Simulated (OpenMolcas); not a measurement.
**Nb3+ in CaF2**

Nb3+ with its 8 nearest fluoride ions at 2.232 Å, on the Ca site of CaF2 (a = 5.46294 Å, distance in the model lattice 2.366 Å). The rest of the host is ab initio model potentials to 7.6 Å and point charges beyond; the distance is set by hand and nothing relaxes, and no local charge compensation is placed. Ligand basis ANO-RCC-VDZP.

* Program: OpenMolcas
* Method: CASSCF
* Basis: ANO-RCC-VTZP [7s6p4d2f1g]
* Scalar Hamiltonian: DKH2, point nucleus
* Active space: 2 electrons in 5 orbitals (4d)
* State averaging: 2S+1 = 3 even, 10 roots; 2S+1 = 1 even, 15 roots
* Spin-orbit coupling: state interaction with AMFI integrals over the reference wave functions

The lowest spin-free states (labels of O, the rotations of Oh), above the lowest:

```tsv
State	Degeneracy	E (cm-1)
3A2	1	0.0
1E	2	10986
3T2	3	15908
1A1	1	19585
3T1	3	22814
1T2	3	26650
1T1	3	29927
3T1	3	35607
1T2	3	44297
1E	2	44471
1A1	1	61667
```

The lowest levels with spin-orbit coupling:

| E (cm-1) | Degeneracy | Label | 2S+1 |
| --- | --- | --- | --- |
| 0.0 | 3 | T2 | 3 |
| 10883 | 2 | E | 1 |
| 15648 | 1 | A2 | 3 |
| 15792 | 3 | T2 | 3 |
| 16084 | 3 | T1 | 3 |
| 16138 | 2 | E | 3 |
| 19456 | 1 | A1 | 1 |
| 22786 | 3 | T2 | 3 |
| 22855 | 2 | E | 3 |
| 22969 | 3 | T1 | 3 |
| 23200 | 1 | A1 | 3 |
| 26650 | 3 | T2 | 1 |
| 29997 | 3 | T1 | 1 |
| 35643 | 2 | E | 3 |
| 35691 | 3 | T2 | 3 |
| 35769 | 3 | T1 | 3 |
| 35787 | 1 | A1 | 3 |
| 44400 | 3 | T2 | 1 |
| 44571 | 2 | E | 1 |
| 61794 | 1 | A1 | 1 |

Powder χT (cm3 K/mol): 0.871 at 2 K, 0.872 at 10 K, 0.876 at 50 K, 0.88 at 100 K, 0.89 at 200 K, 0.9 at 300 K. The effective moment at 300 K is 2.828 √(χT) = 2.68 μB.

The lowest level has 2S+1 = 3, for which the spin-only value is χT = S(S+1) / 2 = 1.000 cm3 K/mol (g = 2). The computed 0.900 at 300 K differs by -0.100, through orbital momentum, spin-orbit coupling and any other state in reach.

Metal share of the active 4d orbitals (Löwdin): 88, 88, 88, 94, 94 %; Mulliken charge of the metal 2.44.

A least-squares ligand-field fit to the states below 45000 cm-1, each weighted by its degeneracy and with a free common offset, gives 10Dq = -16105 cm-1 (negative for this site), B = 698 cm-1 and C = 2830 cm-1 (C/B = 4.05), with an rms deviation of 104 cm-1.

The same method and metal basis give the free ion B = 757 cm-1 (fit to its terms below 60000 cm-1, rms deviation 27 cm-1), so the nephelauxetic ratio is β = 698 / 757 = 0.92; it hangs on how both fits weigh the states, and computed free-ion B values tend to be too large, so β mixes covalency with correlation.

Without dynamic correlation the repulsion within the d shell is too large (B by tens of per cent), so at a given field states of lower spin stand too high. With metal d orbitals alone the field can be off either way by tens of per cent. Ligand-to-metal charge-transfer states are missing. With no ligand orbital active B as a rule stays too high, so bands that hang on it stand too high and its fall with covalency is understated. No measured value stands beside these numbers; the geometry was set by hand and not optimised.

The RASSCF and RASSI steps took 32 s on 1 thread of Intel(R) Xeon(R) Platinum 8375C CPU @ 2.90GHz (Ice Lake) (shared host); the integral step is not counted.
